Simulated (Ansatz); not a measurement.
A run for Ansatz (a first-principles code): R-PBE/def2-TZVPP on Cl3FSi (SMILES F[Si](Cl)(Cl)Cl).

Ansatz 0.2 input:
```yaml
crystal:
  periodic: [false, false, false]
  atoms:
    - {symbol: F, position_ang: [0.01437426, 0.03723585, 1.64568658]}
    - {symbol: Si, position_ang: [0.00056745, 0.00146347, 0.06541121]}
    - {symbol: Cl, position_ang: [1.78382438, -0.71784193, -0.57000794]}
    - {symbol: Cl, position_ang: [-0.28908311, 1.88823025, -0.61088764]}
    - {symbol: Cl, position_ang: [-1.50968298, -1.20918764, -0.53010221]}
basis:
  gaussian:
    orbitals: def2-TZVPP
hamiltonian:
  xc: {name: PBE}
scf: {lower_state_search: off}
```

It printed:

```
WARN ansatz: RAYON_NUM_THREADS=4 ignored (pool sized by the plan → 4); use --threads N
Functional definition: PBE
these checks for a lower state are left out or cut short: stability, starts, cluster_reference, orbital_swaps, neighbouring_geometries, increment
integrals: 0.16 GiB planned
1326 factors; their error is unknown
mean field: 0.86 GiB planned
mean field evaluation 1: about -48147.2194 eV, gradient 3.8e1 eV
mean field evaluation 2: about -48140.8238 eV, gradient 7.8e1 eV
mean field evaluation 4: about -48149.4344 eV, gradient 1.1e0 eV
mean field evaluation 8: about -48149.3966 eV, gradient 1.1e-1 eV
mean field evaluation 16: about -48149.3966 eV, gradient 4.7e-6 eV
mean field -48149.39663433 eV, -1769.4576894785 hartree, gradient 4.7e-6 eV, S^2 0.000000; 0 other end points of the search recorded, 0 dependent functions left out
reference -48149.39666993 eV, -1769.4576907867 hartree; 37, 37 occupied and 162, 162 virtual orbitals, 1326 factors
Total energy: -48149.39666993 eV, -1769.4576907867 hartree
Checks for a lower state left out: stability, starts, cluster_reference, orbital_swaps, neighbouring_geometries, increment
```

Self-consistency was reached.

Cost: about 4 core-seconds (a rough figure).
